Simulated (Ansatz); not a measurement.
Cost and result for the atomization energy of CH6ClNSSi, SMILES `C[Si](N)(S)Cl` (11 atoms, 10 bonds).

```xyz
11

C    -0.5053   -1.1541   -0.8212
Si   -0.0161    0.5082   -0.1677
N     1.3308    0.3286    0.8569
S    -1.5383    1.5472    0.8994
Cl    0.3003    1.7436   -1.8021
H     0.3207   -1.6069   -1.3764
H    -1.3565   -1.0574   -1.4968
H    -0.7817   -1.8212   -0.0016
H     2.0799   -0.2956    0.6008
H     1.6725    1.1214    1.3767
H    -1.5063    0.6862    1.9320
```

Total charge 0; spin multiplicity 1. All single points use the PBE0-D4/def2-TZVP geometry. It is one conformer, not always the lowest. Program: Ansatz. All runs use 4 threads of an Arm Neoverse V1 on a shared host. Times are those of one run each, without the atoms' runs, and a repeat can differ threefold. Electronic energies, without spin–orbit coupling; frozen cores. CCSD(T)/CBS adds CCSD(T) − MP2 in def2-TZVPP to the MP2 limit, and its time is that of the two runs behind it. T1 = 0.010. B3LYP takes the VWN-RPA correlation (the form of Gaussian; ORCA's B3LYP/G).

CCSD(T)/CBS is a level of theory with its own doubt, some kJ/mol a heavy atom from the limit and from the frozen cores, so smaller differences don't rank the functionals.

| level | functions | wall time | atomization (kJ/mol) | difference from CCSD(T)/CBS | per bond |
| --- | --- | --- | --- | --- | --- |
| PBE-D4/def2-TZVPP (with forces) | 272 | 3 s | 3945.4 | 46.7 | 4.7 |
| PBE0-D4/def2-TZVPP | 272 | 4.1 s | 3894.5 | -4.2 | -0.4 |
| r2SCAN-D4/def2-TZVPP (with forces) | 272 | 6 s | 3899.6 | 0.9 | 0.1 |
| B3LYP-D4/def2-TZVPP (with forces) | 272 | 6.5 s | 3883.9 | -14.8 | -1.5 |
| B2PLYP/def2-TZVPP | 272 | 6.5 s | 3834.4 | -64.3 | -6.4 |
| ωB97X-V/def2-TZVPP | 272 | 10 s | 3916.9 | 18.2 | 1.8 |
| ωB97M-V/def2-TZVPP (with forces) | 272 | 15 s | 3921.5 | 22.8 | 2.3 |
| MP2/def2-QZVPP | 504 | 25 s | 3905.1 | 6.4 | 0.6 |
| CCSD(T)/def2-TZVPP | 272 | 3.3 min | 3776.1 | -122.6 | -12.3 |
| CCSD(T)/CBS(def2) | – | 3.7 min | 3898.7 | 0.0 | 0.0 |

The D4 term adds +50.2 kJ/mol with B3LYP and +26.5 kJ/mol with PBE0; it sums over pairs of atoms, weighted by their polarisabilities, and B3LYP, whose exchange is more repulsive, gets the larger term. From PBE to PBE0 (25 % exact exchange), in def2-TZVPP and without D4, the atomization energy moves by −46.4 kJ/mol: exact exchange takes away binding that semilocal exchange gives to molecules. In def2-TZVPP, CCSD(T) changes the Hartree–Fock value by +960.5 kJ/mol (the triples alone add +58.3 kJ/mol) and MP2 by +1017.0 kJ/mol; breaking electron pairs costs correlation energy, which Hartree–Fock lacks.
